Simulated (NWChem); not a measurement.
System: CuNH3Cl; SMILES [NH3]->[Cu][Cl]

The following NWChem deck was run.

```
start job
memory heap 200 mb stack 900 mb global 1100 mb
geometry units angstroms noautoz
  Cu     0.000000     0.000000     0.228394
  Cl     0.000000     0.000000    -1.862358
  N      0.000000     0.000000     2.159690
  H      0.936546    -0.180946     2.552414
  H     -0.624977    -0.720600     2.552414
  H     -0.311569     0.901545     2.552414
end
basis spherical
  * library def2-tzvp
end
dft
  xc pbe0
  iterations 150
  convergence damp 70 ncydp 30 lshift 0.3 ncysh 40
  mulliken
end
task dft energy
```

The geometry was optimised at PBE-D3(BJ)/def2-SVP.

### Question
Give the results of this calculation. (PBE0/def2-TZVP.) Quantities: energy (Ha); highest occupied level (eV); orbital gap (eV); dipole (D).

### Answer
* **energy (Ha)**: -2156.95
* **highest occupied level (eV)**: -6.53
* **orbital gap (eV)**: 5.66
* **dipole (D)**: 9.12
